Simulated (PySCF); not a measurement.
## Ionisation energy of Re⁶⁷⁺ by level of theory

Re⁶⁷⁺ [He] 2s2 2p4 [2p1/2^2 2p3/2^2, M_J = 2] → Re⁶⁸⁺ [He] 2s2 2p3 [2p1/2^2 2p3/2^1, M_J = 3/2], as a difference of total energies. All numbers are calculated (PySCF 2.14, the two-component X2C-1e Hamiltonian, in an uncontracted even-tempered set (16 s from 52 bohr⁻², ratio 2.4; 13 p from 68 bohr⁻², ratio 2.4; 5 d from 230 bohr⁻², ratio 2.6; 4 f from 350 bohr⁻², ratio 2.6)). Correlated levels: nothing frozen; the 28 highest virtual spinors dropped. "Screened" scales the spin-orbit matrix elements by Boettger's factors to mimic the two-electron term; Breit and QED terms are absent.

| method | ionisation energy (eV) |
| --- | --- |
| GHF (spin-free) | 17187.3 |
| GMP2 (spin-free) | 17189.1 |
| GHF (screened spin-orbit) | 16796.5 |
| GMP2 (screened spin-orbit) | 16796.8 |

For this ion Breit and QED terms and the two-electron picture change, all absent here, outweigh the correlation shift from GHF to GMP2.

The spin-free rows relax to the high-spin LS determinant and lack the spin-orbit shift.

The labels give the starting determinants; with spin-orbit coupling the two ends relaxed to ⟨J²⟩ = 6.00, ⟨L²⟩ = 3.30, ⟨S²⟩ = 1.38 and ⟨J²⟩ = 3.75, ⟨L²⟩ = 2.61, ⟨S²⟩ = 1.46.

For comparison: 16780 ± 40 eV (theoretical estimate listed by NIST; NIST Atomic Spectra Database, ionization energies).
